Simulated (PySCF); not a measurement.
Predicted microwave data (PBE0-D3(BJ)/def2-SVP geometry optimisation, gas phase (PySCF 2.14.0)) for one isomer of C3H9BS:

| Quantity | Value |
| --- | --- |
| Rotational constants | A = 12671, B = 1570, C = 1478 MHz |
| Dipole components | \|μa\| = 0.69 D, \|μb\| = 0.77 D, \|μc\| = 0.21 D |
| Inertial defect | -19.86 u·Å² |
| κ | -0.98 |

Problem. Which structure is it? (One computed conformer of each.)
A. `[CH3:1][B:2]([CH3:3])[CH2:4][SH:5]` with C1–B2–C4–S5 -158°, B2–C4–S5–H -176°
B. `[CH3:1][CH2:2][BH:3][S:4][CH3:5]` with C1–C2–B3–S4 137°, C2–B3–S4–C5 177°
C. BMe2(SMe) (`CSB(C)C`)

Solution. B. It is CCBSC, a near-prolate asymmetric top, point group C1. The candidates at the same level (rigid rotor, commonest isotopes):

| SMILES | A (MHz) | B (MHz) | C (MHz) | μa (D) | μb (D) | μc (D) | Δ (u·Å²) | point group | rotor |
| --- | --- | --- | --- | --- | --- | --- | --- | --- | --- |
| CSB(C)C | 5722 | 2785 | 1942 | 0.43 | 1.45 | 0.00 | -9.48 | Cs | asymmetric top |
| CB(C)CS | 6841 | 2119 | 1691 | 0.86 | 1.23 | 0.54 | -13.64 | C1 | asymmetric top |
| CCBSC | 12671 | 1570 | 1478 | 0.69 | 0.77 | 0.21 | -19.86 | C1 | near-prolate asymmetric top |

`CSB(C)C` has B 77 % too high; `CB(C)CS` has A 46 % too low. No structure here is proved a minimum.
